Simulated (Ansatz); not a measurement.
Isolated molecules relaxed with PBE0-D4/def2-TZVP in Ansatz; ΔE leaves out vibrations. CCSD(T)/CBS adds triple-zeta CCSD(T) − MP2 to the extrapolated MP2 energy (def2 sets, frozen cores). This one scheme is used for every species, atoms too. Functionals use def2-TZVPP. B3LYP here is the variant with VWN-RPA as its local correlation; programs differ in this. Open shells (•) are unrestricted, without spin–orbit coupling. Spin–orbit coupling would lower the free atoms: a little for B, C, Cl, O. One conformer a species, not always the lowest.

Consider the atomization: `CB(Cl)OC(C)=O` → B• + 3 C• + Cl• + 6 H• + 2 O•.

| level | ΔE (kJ/mol) | difference from CCSD(T)/CBS |
| --- | --- | --- |
| PBE-D4 | 5697.8 | 184.4 |
| r2SCAN-D4 | 5575.8 | 62.4 |
| B3LYP-D4 | 5523.5 | 10.1 |
| ωB97X-V | 5539.0 | 25.6 |
| ωB97M-V | 5556.6 | 43.2 |
| B2PLYP | 5479.3 | -34.1 |
| PBE | 5669.8 | 156.4 |
| r2SCAN | 5568.4 | 55.0 |
| PBE0 | 5549.5 | 36.1 |
| HF/def2-TZVPP | 4063.1 | -1450.3 |
| SCS-MP2/def2-TZVPP | 5459.4 | -54.0 |
| CCSD/def2-TZVPP | 5286.7 | -226.7 |
| CCSD(T)/def2-TZVPP | 5381.0 | -132.4 |
| MP2/def2-QZVPP | 5610.2 | 96.8 |
| HF/CBS(def2) | 4069.1 | -1444.3 |
| MP2/CBS(def2) | 5664.8 | 151.4 |
| CCSD(T)/CBS | 5513.4 | 0 |

Largest T1 diagnostic among the species: 0.014.

The D4 term adds +44.5 kJ/mol with B3LYP and +23.7 kJ/mol with PBE0; it sums over pairs of atoms, weighted by their polarisabilities, and B3LYP, whose exchange is more repulsive, gets the larger term. From PBE to PBE0 (25 % exact exchange), in def2-TZVPP and without D4, ΔE moves by −120.3 kJ/mol: exact exchange takes away binding that semilocal exchange gives to molecules.

For atomizations the MP2-based limit and the directly extrapolated one differ by several kJ/mol either way, and by 10 to 25 for some Ge, Se and Sn compounds, so smaller differences from it don't rank the levels.
